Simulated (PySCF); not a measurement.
Stepwise substitution at one centre (Al Br-SH). All species are isolated molecules in the gas phase. One relaxed conformer stands for each flexible species; it need not be the lowest. Strings in code marks are SMILES.

The numbers are results of ωB97X-D3(BJ)/def2-TZVP // B3LYP-D3(BJ)/def2-TZVP in PySCF, not measurements. Excitations are Tamm–Dancoff values on a coarser integration grid. The basis has no diffuse functions, so Rydberg states are missing or too high.

```
species                                                                                          S1–T1 gap (TDA) (eV)  HOMO–LUMO gap (eV)
-----------------------------------------------------------------------------------------------  --------------------  ------------------
0 of 3 Br replaced by SH (`[Al]([Br])([Br])[Br]`)                                                                   …               11.40
1 of 3 Br replaced by SH                                                                                         0.30               11.32
2 of 3 Br replaced by SH (`[SH][Al]([SH])[Br]` (H–S–Al–Br torsion -180°, Br–Al–S–H torsion 0°))                     …               11.30
3 of 3 Br replaced by SH (`[SH][Al]([SH])[SH]`)                                                                  0.37               11.40
```

Question: Some entries are withheld; supply them.

Answer: 
- 0 of 3 Br replaced by SH (`[Al]([Br])([Br])[Br]`), S1–T1 gap (TDA) (eV): 0.32
- 2 of 3 Br replaced by SH (`[SH][Al]([SH])[Br]` (H–S–Al–Br torsion -180°, Br–Al–S–H torsion 0°)), S1–T1 gap (TDA) (eV): 0.29
